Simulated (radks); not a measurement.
Dispersion coefficients C6 (hartree bohr^6) between ground-configuration atoms and ions, from the Casimir-Polder integral (3/pi) of alpha_A(iw) alpha_B(iw). Method: non-relativistic Kohn-Sham, LDA (Slater exchange, Perdew-Wang correlation), spin-unpolarised, spherical densities, point nucleus; computed with a radial shooting solver on a logarithmic mesh with Libxc functionals. Response by self-consistent Sternheimer equations with the Hartree and adiabatic LDA kernel.

\begin{tabular}{lrrrrrrr}
C6 & Xe & Xe+ & Xe2+ & Xe3+ & Xe4+ & Xe5+ & Xe6+ \\ \hline
Xe & 308.0 &  &  &  &  &  &  \\
Xe+ & 222.6 & 162.5 &  &  &  &  &  \\
Xe2+ & 169.4 & 124.5 & 95.81 &  &  &  &  \\
Xe3+ & 132.7 & 97.95 & 75.63 & 59.84 &  &  &  \\
Xe4+ & 105.8 & 78.34 & 60.62 & 48.06 & 38.65 &  &  \\
Xe5+ & 85.47 & 63.34 & 49.07 & 38.94 & 31.35 & 25.46 &  \\
Xe6+ & 69.75 & 51.65 & 40.01 & 31.77 & 25.59 & 20.80 & 17.01 \\
\end{tabular}

Static polarisabilities (bohr^3): Xe ([Xe]) 28.79, Xe+ ([Kr] 4d10 5s2 5p5) 18.59, Xe2+ ([Kr] 4d10 5s2 5p4) 13.28, Xe3+ ([Kr] 4d10 5s2 5p3) 10.04, Xe4+ ([Kr] 4d10 5s2 5p2) 7.877, Xe5+ ([Kr] 4d10 5s2 5p1) 6.368, Xe6+ ([Kr] 4d10 5s2) 5.293. The combination rule 2 Ca Cb / ((alpha_b/alpha_a) Ca + (alpha_a/alpha_b) Cb) gives 70.25 for Xe-Xe6+, against 69.75 from the integral.
